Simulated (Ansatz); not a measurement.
Geometry optimisation, Ansatz 0.2.0, RKS B3LYP/def2-SVP.

Input file:

```yaml
crystal:
  periodic: [false, false, false]
  atoms:
    - { symbol: Ti, position_ang: [0.0, 0.0, 0.0] }
    - { symbol: O, position_ang: [0.0, 0.0, 1.92] }
    - { symbol: H, position_ang: [-0.9095, -0.2814, 2.2571] }
    - { symbol: O, position_ang: [1.8106, 0.0, -0.6394] }
    - { symbol: H, position_ang: [2.1269, -0.9521, -0.756] }
    - { symbol: Cl, position_ang: [-1.1163, 1.9339, -0.7892] }
    - { symbol: Cl, position_ang: [-1.1163, -1.9339, -0.7892] }
basis:
  gaussian: { orbitals: def2-SVP }
hamiltonian:
  xc: b3lyp
relax:
  f_tol: 0.02
  max_steps: 40
```

Run as:

```bash
$ ansatz run input.yaml --threads 4 --pin off --max-ram 5120MiB --backend cpu --events-out ev --progress --plain --runs-dir out
```

Q: Where does it end, and by what steps?

A: The run converged. After 18 steps the energy has fallen by 1.113 eV; H5 moved furthest, 0.72 Å.

```
step  energy less start (eV)  largest force component (eV/Å)  accepted
   0                  0.0000                           2.648       yes
   1                 -0.8789                           1.540       yes
   2                 -0.9696                           0.930       yes
   3                 -1.0111                           0.410       yes
   4                 -1.0589                           0.301       yes
   5                 -1.0654                           0.381       yes
   6                 -1.0761                           0.174       yes
   7                 -1.0618                           1.278        no
   8                 -1.0822                           0.109       yes
   9                 -1.0803                           0.901        no
  10                 -1.0870                           0.171       yes
  11                 -1.0916                           0.269       yes
  12                 -1.0968                           0.437       yes
  13                 -1.1080                           0.106       yes
  14                 -1.1089                           0.072       yes
  15                 -1.1125                           0.028       yes
  16                 -1.1126                           0.077       yes
  17                 -1.1129                           0.051       yes
  18                 -1.1130                           0.010       yes
```

```xyz
7
Properties=species:S:1:pos:R:3
Ti -0.109 -0.144 -0.127
O -0.045 -0.180 1.627
H -0.611 -0.133 2.408
O 1.528 -0.324 -0.760
H 2.391 -0.433 -0.338
Cl -0.971 1.786 -0.775
Cl -1.387 -1.806 -0.832
```

Whether the end is a true minimum wasn't checked by a vibrational analysis.

Time of the run: 43 s on 4 threads of Arm Neoverse V2, with other jobs on the host, peak memory 0.26 GiB.
